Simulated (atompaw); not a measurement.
Plane-wave convergence, PAW (atompaw) potential for Ru

* Element: Ru
* Generator: atompaw 4.2.0.5
* Type: PAW
* Functional: LDA (PW92)
* Relativity: scalar-relativistic
* Frozen core: [Kr]
* Valence charge: 8
* Reference configuration: 4d7 5s1 5p0
* Partial waves: 5s (bound): rc 2.75 bohr; 5s channel at 0.05 Ry: rc 2.75 bohr; 5p (bound, empty): rc 2.75 bohr; 5p channel at 0.35 Ry: rc 2.75 bohr; 4d (bound): rc 2.75 bohr; 4d channel at 0.05 Ry: rc 2.20 bohr
* Local potential: bessel scheme, radius 2.70 bohr
* Core correction: smooth core density matched at 1.60 bohr
* Augmentation charge: sinc compensation charge, radius 2.70 bohr; PAW radius 2.75 bohr; waves and projectors: custom rrkj vanderbiltortho

The pseudo-atom Hamiltonian at the reference potential is diagonalised in spherical Bessel functions j_l(qr) that vanish at 20 bohr, with q² up to the cutoff. All-electron valence levels (Ry): 5s -0.3315, 5p -0.0759, 4d -0.3969.

How do the lowest levels (Ry) of each channel move with the cutoff, and are there ghosts?

```
cutoff (Ry)     s #1    s #2     p #1     d #1    d #2    f #1    f #2  Σ f·Δε (mRy)
          8  -0.3315  0.0114  -0.0758  -0.3742  0.0622  0.1103  0.2346         159.5
         10  -0.3315  0.0114  -0.0758  -0.3906  0.0619  0.1103  0.2346          44.6
         12  -0.3315  0.0114  -0.0758  -0.3957  0.0617  0.1103  0.2346           8.8
         15  -0.3315  0.0114  -0.0758  -0.3967  0.0616  0.1103  0.2346           1.9
         18  -0.3316  0.0114  -0.0758  -0.3967  0.0615  0.1103  0.2346           1.4
         21  -0.3316  0.0114  -0.0758  -0.3969  0.0614  0.1103  0.2346           0.6
         25  -0.3316  0.0114  -0.0758  -0.3969  0.0614  0.1103  0.2346           0.2
         30  -0.3316  0.0114  -0.0758  -0.3969  0.0614  0.1103  0.2346           0.2
        400  -0.3316  0.0114  -0.0758  -0.3970  0.0614  0.1103  0.2346           0.0
```

Result: no extra level below or beside the all-electron valence levels (s, p, d, f tested); 10 mRy is reached at 12 Ry and 1 mRy at 21 Ry.
